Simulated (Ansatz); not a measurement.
NiBr2(PH3)2 (NiP₂H₆Br₂). Charge 0, multiplicity 1. Geometry PBE-D4/def2-SVP; atoms count from 1.

Cartesian coordinates in Å:
```
Ni -0.049 -0.023 -0.087
Br -2.240 -0.430 0.513
Br 2.178 0.414 -0.557
P -0.439 2.087 -0.346
H 0.058 2.741 -1.517
H 0.142 2.953 0.634
H -1.780 2.588 -0.328
P 0.418 -2.102 0.289
H -0.561 -3.115 0.045
H 0.700 -2.412 1.659
H 1.574 -2.701 -0.304
```

Question: Estimate the Mulliken populations from the PBE0/def2-TZVP orbitals of Ansatz.

Answer: 
```
atom  charge (e)  d electrons
 Ni1        0.03         8.84
 Br2       -0.41            –
 Br3       -0.41            –
  P4        0.05            –
  H5        0.12            –
  H6        0.12            –
  H7        0.11            –
  P8        0.05            –
  H9        0.12            –
 H10        0.11            –
 H11        0.11            –
```
Mulliken values depend strongly on the basis.

Question: And the Mayer bond orders between heavy atoms (over 0.3)?

Answer: Ni1–Br2 0.78 (2.31 Å); Ni1–Br3 0.75 (2.32 Å); Ni1–P4 0.78 (2.16 Å); Ni1–P8 0.78 (2.16 Å).
